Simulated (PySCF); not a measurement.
**Nuclear quadrupole coupling in `CN(C)c1cnnnc1`**

Compound: C5H8N4.
Numbering: `[CH3:1][N:2]([CH3:3])[c:4]1[cH:5][n:6][n:7][n:8][cH:9]1` (hydrogens: H10, H11, H12 on C1; H13, H14, H15 on C3; H16 on C5; H17 on C9)

Cartesian coordinates in Å at the GFN2-xTB level; atoms count from 1:
```xyz
17
C5H8N4 angstrom
C     -1.4107    1.3288    0.1930
N     -0.7604    0.0726   -0.0970
C     -1.5407   -1.0512   -0.5587
C      0.5731   -0.0528    0.0695
C      1.4135    0.9887    0.5207
N      2.7095    0.8259    0.6665
N      3.2810   -0.3050    0.4009
N      2.5932   -1.3198   -0.0152
C      1.2925   -1.2407   -0.1869
H     -2.4768    1.2377    0.0031
H     -1.2702    1.6099    1.2406
H     -1.0156    2.1292   -0.4392
H     -1.2050   -1.3821   -1.5457
H     -2.5855   -0.7617   -0.6322
H     -1.4644   -1.8927    0.1359
H      1.0415    1.9717    0.7708
H      0.8180   -2.1464   -0.5358
```

Field gradients from the PBE0/pcSseg-1 density (PySCF, non-relativistic), principal values in atomic units, ordered |Vxx| ≤ |Vyy| ≤ |Vzz|:

```csv
atom,Vxx,Vyy,Vzz
N2,0.5712,0.6065,-1.1776
N6,0.4713,0.8138,-1.2851
N7,0.5184,0.7183,-1.2367
N8,0.4712,0.8137,-1.2849
```

Q: Find the asymmetry η = (Vxx − Vyy)/Vzz and the couplings χ = eQV/h (234.96 MHz × Q in barn × V in au), with Q(14N) = 0.02044 b.

A: 
```tsv
atom	environment	nucleus	η	χzz (MHz)	χxx (MHz)	χyy (MHz)
N2	aniline-type nitrogen	14N	0.03	-5.66	2.74	2.91
N6	pyridine-type nitrogen	14N	0.27	-6.17	2.26	3.91
N7	pyridine-type nitrogen	14N	0.16	-5.94	2.49	3.45
N8	pyridine-type nitrogen	14N	0.27	-6.17	2.26	3.91
```

The gradient is axial or nearly so (η below 0.05) at N2. 

Q: What is Vzz at N2 in SI units (1 au = 9.71736 × 10²¹ V/m²)?

A: -1.1776 au = -11.444 × 10²¹ V/m².

Q: And the gradient at the other heavy atoms, for which no coupling is worked out here?

A: 
| atom | environment | Vzz (au) | η |
| --- | --- | --- | --- |
| C1 | N-methyl carbon | 0.298 | 0.07 |
| C3 | N-methyl carbon | 0.298 | 0.07 |
| C4 | aromatic carbon bearing nitrogen | -0.315 | 1.00 |
| C5 | aromatic CH next to a ring nitrogen | 0.247 | 0.35 |
| C9 | aromatic CH next to a ring nitrogen | 0.247 | 0.35 |

Q: What couplings would deuterons (Q(2H) = 0.00286 b) have in place of the hydrogens, at this geometry?

A: 
| atom | bonded to | bond length (Å) | Vzz (au) | η | χzz (kHz) |
| --- | --- | --- | --- | --- | --- |
| H10 | C1 | 1.087 | 0.3084 | 0.09 | 207 |
| H11 | C1 | 1.094 | 0.2950 | 0.06 | 198 |
| H12 | C1 | 1.094 | 0.2950 | 0.06 | 198 |
| H13 | C3 | 1.094 | 0.2950 | 0.06 | 198 |
| H14 | C3 | 1.087 | 0.3083 | 0.09 | 207 |
| H15 | C3 | 1.094 | 0.2949 | 0.06 | 198 |
| H16 | C5 | 1.080 | 0.3222 | 0.08 | 216 |
| H17 | C9 | 1.080 | 0.3222 | 0.08 | 217 |

Geometry: GFN2-xTB; no solvent, vibrations or thermal averaging. GFN2-xTB bond lengths can be off by several hundredths of an ångström, more for odd bonds, and the gradients follow them. The basis is small and wasn't made for field gradients, so the couplings can be 20 % off.
